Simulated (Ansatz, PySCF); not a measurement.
Gas-phase reaction (SMILES): [SiH3][SiH](Cl)Cl → [SiH3][Si](Cl)Cl + H atom; the H-Si bond at the site shown breaks (other sites are not compared here).

Structures are relaxed separately at B3LYP-D3(BJ)/def2-TZVP in Ansatz (a program for electronic structure). Cores are frozen in the correlated levels unless marked. UHF or UKS for open shells. Spin-orbit coupling is left out. Non-relativistic. CBS(X,Y): correlation extrapolated as X^-3; Hartree-Fock from the larger set. Thermal terms are rigid-rotor harmonic-oscillator values from B3LYP-D3(BJ) frequencies (PySCF) at 298.15 K and 1 atm. 1 Eh = 627.5095 kcal/mol. Atoms have translation alone. Electronic entropy comes from spin alone.

```tsv
species	E, CCSD(T)/CBS(aug-cc-pV(T+d)Z,aug-cc-pV(Q+d)Z) (Ansatz) (Eh)	E, PBE0-D4/def2-TZVPD (Ansatz + dftd4) (Eh)	H - E (Eh)	G - E (Eh)
[SiH3][SiH](Cl)Cl	-1500.20009	-1501.39368	0.04513	0.00477
[SiH3][Si](Cl)Cl	-1499.55165	-1500.75380	0.03612	-0.00493
H atom	-0.49995	-0.50104	0.00236	-0.01065
```

Q: Work out ΔE and ΔH, ΔG, ΔS and the equilibrium constant at 298.15 K at the first level, then ΔH at the second.

A: 
1. ΔE = [(-1499.55165) + (-0.49995)] - [(-1500.20009)] = 0.14849 Eh = 93.2 kcal/mol at CCSD(T)/CBS(aug-cc-pV(T+d)Z,aug-cc-pV(Q+d)Z).
2. The terms H - E add up to -0.00665 Eh, so ΔH = (0.14849 + (-0.00665))×627.5095 = 89.0 kcal/mol.
3. The terms G - E add up to -0.02035 Eh, so ΔG = 80.4 kcal/mol, and ΔS = (-0.00665 - (-0.02035))×627509.5/298.15 = 28.8 cal/(mol K).
4. log10 K = -ΔG/(RT ln 10) = -58.9, with RT ln 10 = 1.3642 kcal/mol.
5. With ΔH and ΔS taken as constant, ΔG changes sign near ΔH/ΔS = 3090 K, a rough figure that leaves out heat capacities.
6. At PBE0-D4/def2-TZVPD the same steps give ΔE = 87.1 and ΔH = 83.0 kcal/mol, a shift of -6.0 from the first level.
7. These values are not checked against measurement here, since the tables used lack a sound gas-phase enthalpy of formation for at least one species.
